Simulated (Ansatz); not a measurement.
A structure relaxed at PBE-D4/def2-SVP in Ansatz, charge 0, singlet:

```xyz
20

Ge   -0.394   -1.709   -2.104
Ge    0.792    0.423   -2.055
Ge   -0.667    2.137   -1.108
Si   -1.432    1.380    1.032
Ge    0.444    0.635    2.332
Ge    1.015   -1.702    1.920
H    -1.170   -1.909   -0.774
H     0.580   -2.903   -2.291
H    -1.421   -1.711   -3.269
H     2.058    0.305   -1.159
H     1.258    0.808   -3.488
H     0.114    3.472   -0.938
H    -1.862    2.399   -2.069
H    -2.158    2.484    1.759
H    -2.393    0.233    0.846
H     1.679    1.527    2.014
H     0.138    0.794    3.850
H     1.569   -1.897    0.484
H    -0.245   -2.592    2.086
H     2.096   -2.175    2.929
```

Problem. Give its formula, name or SMILES.

Solution. n-GeGeGeSiGeGeH14 (SiGe5H14).

Problem. Summarise the bond lengths by kind (pairs closer than 1.2 times the sum of covalent radii, bridged metal pairs left out).

Solution. 3 × Ge–Ge 2.44 Å; 2 × Ge–Si 2.40 Å; 12 × Ge–H 1.55 to 1.56 Å; 2 × H–Si 1.51 Å.
